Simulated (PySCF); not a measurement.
Coordinates in bohr (charge 0 multiplicity 1):
```
Ga    0.1231    0.0000    0.0000
S     3.9178    0.0000    0.0000
Cl   -3.8248    0.0000    0.0000
```

Method: PBE0 in PySCF with Ga def2-TZVP, S def2-TZVP, Cl def2-TZVP; no relativity; density-fitted integrals.

This geometry of GaSCl is a stationary point at this level.

**Question.** What is the point group?

**Answer.** C∞v.

**Question.** Is it a minimum?

**Answer.** Yes: all harmonic wavenumbers are real.

**Question.** List the harmonic modes with their infrared intensities.

**Answer.** 
```json
{"symmetry": "π", "ω (cm⁻¹)": "117", "IR (km/mol, summed over degenerate members)": "18.6", "type": "bend"}
{"symmetry": "σ+", "ω (cm⁻¹)": "407", "IR (km/mol, summed over degenerate members)": "13.5", "type": "stretch"}
{"symmetry": "σ+", "ω (cm⁻¹)": "609", "IR (km/mol, summed over degenerate members)": "78.5", "type": "stretch"}
```

**Question.** What are the dipole moment and the gap between the highest occupied and lowest empty levels?

**Answer.** 2.47 D and 5.19 eV.

**Question.** Give the atomic charges and bond orders.

**Answer.** 
| atom | Mulliken | Löwdin | polar tensor | Mayer order to Ga1 |
| --- | --- | --- | --- | --- |
| Ga1 | 0.45 | -0.35 | 0.97 | – |
| S2 | -0.27 | 0.09 | -0.51 | 2.19 |
| Cl3 | -0.18 | 0.27 | -0.46 | 1.21 |

In C∞v the vibrations span π + 2σ+.

This need not be the most stable arrangement of these atoms.
